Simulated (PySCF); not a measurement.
SMILES [CH3][GaH][Br] (CH4BrGa), PBE0/def2-SVP optimised geometry.

```
7

Ga    -0.66    -0.43     0.00
H     -1.65    -1.64    -0.02
Br    -1.69     1.64     0.00
C      1.30    -0.43     0.00
H      1.69     0.52     0.39
H      1.65    -0.55    -1.04
H      1.69    -1.27     0.59
```

Density from PySCF with PBE0/def2-TZVP at that geometry.

Minimum of the electron density along straight lines between bonded atoms, close to the bond critical point (lines longer than 1.1 times the sum of covalent radii, or with two minima, are not listed):

```csv
bond,length / Å,ρ at the minimum / e bohr⁻³,∇²ρ there / e bohr⁻⁵,position (fraction from the first atom)
Ga1–H2,1.563,0.117,0.13,0.60
Ga1–Br3,2.309,0.082,0.16,0.43
Ga1–C4,1.954,0.118,0.19,0.48
C4–H5,1.099,0.269,-0.89,0.64
C4–H6,1.103,0.264,-0.86,0.64
C4–H7,1.100,0.267,-0.87,0.64
```
